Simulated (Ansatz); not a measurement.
Isolated molecules relaxed with PBE0-D4/def2-TZVP in Ansatz; ΔE leaves out vibrations. CBS: MP2 limit from def2 TZ/QZ plus the TZ coupled-cluster correction, frozen cores. This one scheme is used for every species. DFT in def2-TZVPP. B3LYP here is the variant with VWN-RPA as its local correlation; programs differ in this. HSE06 is defined as in plane-wave codes. For Br outer-core shells are correlated without core-valence functions, which leaves a few kJ/mol of doubt a bond. Scalar relativity is left out up to krypton. Each species was taken in one conformer, which may not be the lowest.

Consider the ligand exchange at a B–C bond: `CB(S)Br` + H₂S → `SB(S)Br` + CH₄.

| level | ΔE (kcal/mol) | difference from CCSD(T)/CBS |
| --- | --- | --- |
| LDA (SPW92) | -15.1 | -0.5 |
| PBE-D4 | -16.0 | -1.4 |
| revPBE-D4 | -16.4 | -1.8 |
| BLYP-D4 | -15.8 | -1.2 |
| r2SCAN-D4 | -15.8 | -1.2 |
| B97M-V | -15.4 | -0.8 |
| B3LYP-D4 | -15.2 | -0.6 |
| r2SCANh-D4 | -15.5 | -0.9 |
| r2SCAN0-D4 | -15.2 | -0.6 |
| HSE06-D4 | -15.4 | -0.8 |
| BHLYP-D4 | -14.7 | -0.1 |
| ωB97X-V | -14.2 | 0.4 |
| ωB97M-V | -14.1 | 0.5 |
| B2PLYP | -15.0 | -0.4 |
| PBE-QIDH | -15.3 | -0.7 |
| PBE | -15.6 | -1.0 |
| revPBE | -15.7 | -1.1 |
| BLYP | -14.9 | -0.3 |
| r2SCAN | -15.7 | -1.1 |
| PBE0 | -15.0 | -0.4 |
| B3LYP | -14.5 | 0.1 |
| r2SCANh | -15.5 | -0.9 |
| HSE06 | -15.1 | -0.5 |
| BHLYP | -13.8 | 0.8 |
| LC-ωPBE | -14.1 | 0.5 |
| RPA@PBE/def2-TZVPP | -14.0 | 0.6 |
| HF/def2-SVP | -13.3 | 1.3 |
| MP2/def2-SVP | -17.1 | -2.5 |
| CCSD(T)/def2-SVP | -15.9 | -1.3 |
| HF/def2-TZVPP | -12.6 | 2.0 |
| MP2/def2-TZVPP | -16.0 | -1.4 |
| SCS-MP2/def2-TZVPP | -15.2 | -0.6 |
| CCSD/def2-TZVPP | -13.6 | 1.0 |
| CCSD(T)/def2-TZVPP | -14.4 | 0.2 |
| HF/def2-QZVPP | -12.3 | 2.3 |
| MP2/def2-QZVPP | -16.1 | -1.5 |
| SCS-MP2/def2-QZVPP | -15.3 | -0.7 |
| HF/CBS(def2) | -12.3 | 2.3 |
| MP2/CBS(def2) | -16.3 | -1.7 |
| CCSD/CBS(def2) | -13.9 | 0.7 |
| CCSD(T)/CBS | -14.6 | 0 |

Largest T1 diagnostic among the species: 0.011.

Leaving LDA and LC-ωPBE aside and taking each functional with its dispersion term where it has one, the values, not all of them listed here, spread over 2.3 kcal/mol, from revPBE-D4 to CAM-B3LYP-D4. The D4 term adds −0.8 kcal/mol with B3LYP and −0.3 kcal/mol with PBE0; it sums over pairs of atoms, weighted by their polarisabilities, and B3LYP, whose exchange is more repulsive, gets the larger term.
